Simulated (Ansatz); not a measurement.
Geometry optimisation, Ansatz, RHF/def2-SVP.

Input:

```yaml
crystal:
  periodic: [false, false, false]
  atoms:
    - { symbol: Al, position_ang: [0.024618, 0.544525, -0.384921] }
    - { symbol: H, position_ang: [-0.038003, -0.035329, 2.313084] }
    - { symbol: O, position_ang: [1.486023, -0.16512, -0.774858] }
    - { symbol: H, position_ang: [1.749608, -0.97647, -1.168506] }
    - { symbol: O, position_ang: [-1.491151, -0.11128, -0.594247] }
    - { symbol: H, position_ang: [-1.915778, -0.902673, -0.860768] }
    - { symbol: Cl, position_ang: [0.116292, 2.565362, 0.439507] }
    - { symbol: H, position_ang: [0.018391, 0.662785, 2.18231] }
basis:
  gaussian: { orbitals: def2-SVP }
hamiltonian:
  xc: hf
relax:
  f_tol: 0.03
  max_steps: 50
output:
  orbitals: {}
```

Command:

```bash
$ ansatz run input.yaml --threads 1 --pin off --max-ram 2048MiB --backend cpu --events-out ev --progress --plain --runs-dir out
```

Where does it end, and by what steps?

The run converged. After 7 steps the energy has fallen by 0.168 eV; H8 moved furthest, 0.41 Å.

| step | energy less start (eV) | largest force component (eV/Å) | accepted |
| --- | --- | --- | --- |
| 0 | 0.0000 | 1.557 | yes |
| 1 | -0.1427 | 0.511 | yes |
| 2 | -0.1587 | 0.275 | yes |
| 3 | -0.1654 | 0.101 | yes |
| 4 | -0.1665 | 0.083 | yes |
| 5 | -0.1668 | 0.046 | yes |
| 6 | -0.1670 | 0.177 | yes |
| 7 | -0.1683 | 0.019 | yes |

```xyz
8
Properties=species:S:1:pos:R:3
Al 0.002 0.647 -0.515
H -0.010 -0.213 2.568
O 1.452 -0.124 -0.828
H 1.717 -0.981 -1.107
O -1.510 -0.047 -0.675
H -1.863 -0.879 -0.930
Cl 0.086 2.650 0.072
H 0.075 0.529 2.567
```

Whether the end is a true minimum wasn't checked by a vibrational analysis.

Time of the run: 12 s on 1 thread of Arm Neoverse V1, with other jobs on the host, peak memory 0.15 GiB.
